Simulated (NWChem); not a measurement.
System: Si$_{2}$NH$_{5}$O$_{2}$; SMILES [SiH2]1O[SiH](N)O1

```xyz
10

N      0.0368    -2.1363     0.6038
Si     0.1094    -0.7710    -0.3941
O      1.1882     0.4581     0.0851
Si    -0.0822     1.5687     0.1958
O     -1.1677     0.3464    -0.2366
H     -0.1025    -2.1109     1.6060
H      0.1333    -3.0741     0.2375
H      0.3217    -1.2536    -1.7785
H      0.0006     2.6767    -0.7927
H     -0.2946     2.1045     1.5680
```
Atoms are numbered in this order, from 1.

Level: PBE0/def2-SVP (NWChem), optimised geometry, unscaled harmonic frequencies. 

```
frequency (cm⁻¹)  IR intensity (km/mol)
----------------  ---------------------
111                                17.5
154                                 1.2
250                               143.5
349                                11.7
351                                48.7
537                                 0.9
601                                 0.0
654                                 1.5
702                                42.7
721                                 1.6
737                                84.1
823                               181.8
826                                 8.4
876                               188.2
912                                33.1
969                               366.0
978                               514.6
1027                               14.4
1531                               82.7
2265                              156.8
2271                              131.5
2303                              119.2
3638                               60.8
3745                               60.1
```

The zero-point energy is 39.1 kcal/mol and the thermal correction to the enthalpy at 298.15 K (with zero-point energy) comes out as 43.8 kcal/mol. The heat capacity Cv comes out as 23.7 cal/(mol K) and the entropy at 298.15 K and 1 atm (symmetry number 1) comes out as 79.4 cal/(mol K). The dipole moment is 1.70 D.

Rigid rotor and harmonic oscillator.
